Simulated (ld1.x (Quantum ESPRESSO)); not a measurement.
## strontium: one change to a PAW potential, before and after

strontium, PAW, made with ld1.x (Quantum ESPRESSO) 7.5 (PBE, scalar-relativistic). Core [Ar] 3d10, reference 4s2 4p6 4d0 5s0.5 5p0 (charge +1.5). Waves: 4s (bound): rcut 1.95, rcutus 2.15 bohr; 5s (bound): rcut 1.95, rcutus 2.15 bohr; 4p (bound): rcut 2.00, rcutus 2.35 bohr; 5p (bound, empty): rcut 2.00, rcutus 2.35 bohr; 4d (bound, empty): rcut 2.60, rcutus 3.45 bohr; 4d channel at 0.1 Ry: rcut 2.60, rcutus 3.45 bohr. Local part: all-electron potential smoothed inside 2.70 bohr (lloc = -1). Core correction: Bessel-smoothed model core, default radius (core density twice the valence density). Augmentation charge: PSQ, inside the norm-conserving radii.

All-electron outer shells of the reference configuration (PBE, scalar-relativistic, ld1.x):

```tsv
shell	level (eV)	outermost node (bohr)	outermost maximum (bohr)
3d	-138.10	–	0.38
4s	-50.84	0.59	1.19
4p	-32.69	0.61	1.33
5s	-10.99	1.63	3.32
4d	-9.94	0.65	1.94
5p	-7.72	1.90	4.05
```

Change: all radii but the core radius scaled by about 1.38 (s 2.96, p 3.24, d 4.76 bohr, rcut 2.68/2.76/3.58); local potential all-electron potential smoothed inside 3.72 bohr (lloc = -1).

Cutoffs: the cutoffs (Ry, on a coarse ladder) from which the occupation-weighted sum of valence levels, in a spherical-Bessel basis at the reference potential, stays within 10 and 1 mRy of its value at 400 Ry; they do not see the model core or the augmentation charge, which bear on the density cutoff. Errors are all-electron minus pseudo energies relative to the spin-unpolarised reference configuration.

Problem. What does the change do?

Solution. The potential gets softer (15 Ry and 25 Ry → 10 Ry and 12 Ry); the number of tests with a reliable result goes from 7 to 0 (the test run of the changed file stopped, so its transferability is not established); neither file shows a bound ghost. A larger radius leaves more room for a smooth pseudo-wave, so fewer plane waves are needed.

| quantity | base | changed |
| --- | --- | --- |
| cutoff, loose | 15 Ry | 10 Ry |
| cutoff, tight | 25 Ry | 12 Ry |
| loose cutoff by channel (10 mRy a level) | s 12 Ry, p 12 Ry | s 10 Ry, p 6 Ry |
| bound ghosts | none | none |
| tests with a reliable result | 7 of 7 | 0 of 7 (the test run stopped) |
| lowest overlap eigenvalue by channel | s 0.19, p 0.15, d 0.21 | s 0.08, p 0.17, d 0.79 |
